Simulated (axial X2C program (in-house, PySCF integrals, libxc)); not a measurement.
**TlO⁺ with a deliberately poor setting**

Computed with an in-house all-electron X2C program for linear molecules (integrals from PySCF).

Input file and command:
```json
{"zs": [81, 8], "q": 1, "bas": ["dyall-v3z", "dyall-v3z"], "levels": ["PBE0", "HF", "PBE50", "BLYP"], "cc": false, "r0": 1.99, "npts": 10, "nst": 2, "ntry": 6, "opt": {"maxit": 7}}
```
```bash
python so2c.py task.json out
```

Keys: zs atomic numbers; q charge; bas basis sets; levels methods; cc coupled cluster on or off; r0 starting distance in Å; npts points on the curve; nst determinants followed; ntry starts of the search; maxit SCF iteration limit on the curve. HF also brings MP2.

Problem. One numerical setting was spoiled on purpose. Which, and what came out?

Solution. Too few iterations allowed. States: spin-free M_S = 1, Λ = 0; 2c Ω = 1. The apparent results, which are not to be taken for properties of TlO⁺:

```tsv
Hamiltonian	level	points converged	Re (Å)	ωe (cm⁻¹)	De (eV)	curve-fit residual (μEh)
spin-free	PBE0	10 of 10	2.989	117	0.20	0.53
spin-free	HF	10 of 10	3.306	73	0.11	0.011
spin-free	MP2	10 of 10	3.059	104	0.17	0.052
spin-free	PBE50	10 of 10	3.012	110	0.17	0.37
spin-free	BLYP	10 of 10	3.028	116	0.20	0.69
2c	PBE0	10 of 10	2.979	119	0.20	0.53
2c	HF	0 of 10	n/a	n/a	n/a	n/a
2c	PBE50	10 of 10	3.004	111	0.18	0.37
2c	BLYP	10 of 10	3.016	118	0.21	0.69
```
